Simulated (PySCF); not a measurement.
Broadened absorption spectrum of C4H3F3O2

C4H3F3O2.
Structure used (GFN2-xTB), in Å, numbered top down from 1:
```
atom  x, y, z in Å
O1    -1.210    1.363    1.741
C2    -1.042    0.528    0.925
O3    -1.912   -0.096    0.106
C4    -0.889   -0.898   -0.509
C5     0.175   -0.264    0.400
C6     1.256    0.540   -0.294
F7     0.756    1.418   -1.170
F8     2.081   -0.261   -0.993
F9     2.014    1.220    0.566
H10   -0.796   -0.668   -1.572
H11   -1.074   -1.962   -0.360
H12    0.642   -0.922    1.135
```

Computed with PySCF, TDDFT CAM-B3LYP/def2-SVPD, vertical, gas phase, core orbitals frozen in the response.

Each state is given a Gaussian of 0.3 eV full width at half maximum, with ε(max) = 2.175×10⁸ f / Δν̃ (Δν̃ the width in cm⁻¹). The width is an assumption, not a result. The curve ends short of the highest state used, and states not computed would add to its high-energy end.

| λ (nm) | ε (L mol⁻¹ cm⁻¹) |
| --- | --- |
| 141.6 | 915 |
| 143.5 | 1732 |
| 145.5 | 3846 |
| 147.4 | 4509 |
| 149.4 | 3668 |
| 151.3 | 4840 |
| 153.3 | 6652 |
| 155.2 | 5302 |
| 157.2 | 2265 |
| 159.1 | 584 |
| 161.0 | 92 |
| 163.0 | 8 |
| 164.9 | 1 |
| 166.9 | 0 |
| 168.8 | 0 |
| 170.8 | 0 |
| 172.7 | 0 |
| 174.7 | 0 |
| 176.6 | 0 |
| 178.5 | 0 |
| 180.5 | 0 |
| 182.4 | 0 |
| 184.4 | 0 |
| 186.3 | 0 |
| 188.3 | 0 |
| 190.2 | 0 |
| 192.2 | 0 |
| 194.1 | 0 |
| 196.1 | 1 |
| 198.0 | 3 |
| 199.9 | 8 |
| 201.9 | 19 |
| 203.8 | 33 |
| 205.8 | 47 |
| 207.7 | 54 |
| 209.7 | 52 |
| 211.6 | 41 |
| 213.6 | 27 |
| 215.5 | 16 |
| 217.5 | 7 |
| 219.4 | 3 |
| 221.3 | 1 |
| 223.3 | 0 |
| 225.2 | 0 |

(1) Locate the maxima and give the states behind the curve.

(2) Coming from long wavelengths, where does ε first pass 100 L mol⁻¹ cm⁻¹?

## Answers

(1) 208 nm (5.95 eV), ε about 55, made up of S1 (100%); 153 nm (8.08 eV), ε about 6700, made up of S2 (99%); 147 nm (8.44 eV), ε about 4600, made up of S3 (97%) (ε in L mol⁻¹ cm⁻¹; maxima over ε = 5, shares over 10%). The states used: S1 5.95 eV (f 0.0006); S2 8.07 eV (f 0.074); S3 8.45 eV (f 0.050); S4 8.78 eV (f 0.0055); S5 8.84 eV (f 0.0022); S6 9.10 eV (f 0.017); S7 9.28 eV (f 0.0070); S8 9.36 eV (f 0.035).

(2) At about 161 nm (7.71 eV), 1.75 eV above S1.

The run took 56 s wall on Arm Neoverse V2, one thread, on a shared host.
